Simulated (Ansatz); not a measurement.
The same path of CH3ClO2SeSi (9 atoms, charge 0, multiplicity 1) was run twice with different band settings. Lost on the way: C5–O6.

All numbers below come from RKS PBE/def2-SVP in Ansatz 0.2.0.

Relaxed end points:

```xyz
9
Properties=species:S:1:pos:R:3
Cl -1.785 -1.908 1.031
Si -0.207 -0.790 0.312
Se 1.579 -2.166 0.409
O -0.516 0.074 -1.123
C -0.404 1.287 -0.357
O -0.085 0.784 0.953
H 2.458 -1.104 -0.150
H -1.368 1.845 -0.347
H 0.416 1.932 -0.747
```

```xyz
9
Properties=species:S:1:pos:R:3
Cl -1.704 -1.824 1.127
Si 0.030 -0.734 0.771
Se 1.463 -2.200 -0.224
O -0.745 0.177 -0.888
C -0.692 1.411 -0.826
O 0.466 0.520 1.589
H 2.602 -1.279 0.029
H -1.078 2.004 -1.688
H -0.253 1.880 0.093
```

Common settings: spring 5.0 eV/Å²; optimiser quadratic models (default); start path through a guess of the saddle point; force threshold 0.05 eV/Å; iteration limit 60; end points relaxed.

| run | movable images | climbing image |
| --- | --- | --- |
| 1 | 5 | yes |
| 2 | 4 | no |

Task: What does each run give, and how far can it be trusted?

Result: Run 1: converged after 15 iterations, highest image 1.668 eV above the first end. A vibrational analysis at the climbing image gives one clearly imaginary mode, 366i cm⁻¹: a first-order saddle point.
Run 2: converged after 25 iterations, highest image 1.568 eV above the first end. Neighbouring images differ by up to 1.4 eV, so the band resolves the path poorly. No image climbed, so the highest image needn't sit at the top of the path.
The orbitals stay closed-shell, which can raise the energy where a bond breaks towards radicals; this wasn't checked here.
